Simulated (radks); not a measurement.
Spin polarisation of the 4f13 shell in Tm2+. Start: [Xe] 4f(up 6.5, down 6.5); electrons of 4f are moved from spin down to spin up, other shells keep equal spins. All-electron calculation, scalar-relativistic Kohn-Sham, r2SCAN, spin-polarised, spherical densities, finite nucleus; meta-GGA in the generalised Kohn-Sham scheme; Fermi nuclear charge, rms radius of each element as measured or else 0.836 A^(1/3) + 0.57 fm. Program: a radial shooting solver on a logarithmic mesh with Libxc functionals.

| moment (Bohr magnetons) | E - E(0) (eV) | e(4f up) (eV) | e(4f down) (eV) | 5p down minus up (eV) | 5s down minus up (eV) |
|---|---|---|---|---|---|
| 0 | 0.000 | -17.269 | -17.269 | 0.000 | 0.000 |
| 0.25 | -0.016 | -17.398 | -17.139 | 0.084 | 0.130 |
| 0.5 | -0.065 | -17.525 | -17.006 | 0.168 | 0.260 |
| 0.75 | -0.146 | -17.650 | -16.872 | 0.252 | 0.391 |
| 1 | -0.260 | -17.773 | -16.736 | 0.337 | 0.521 |

At moment 1 the spin-polarisation energy is -0.260 eV and the 4f exchange splitting 1.038 eV, that is 1.038 eV per Bohr magneton; E = -I m^2/4 would give I = 1.038 eV.
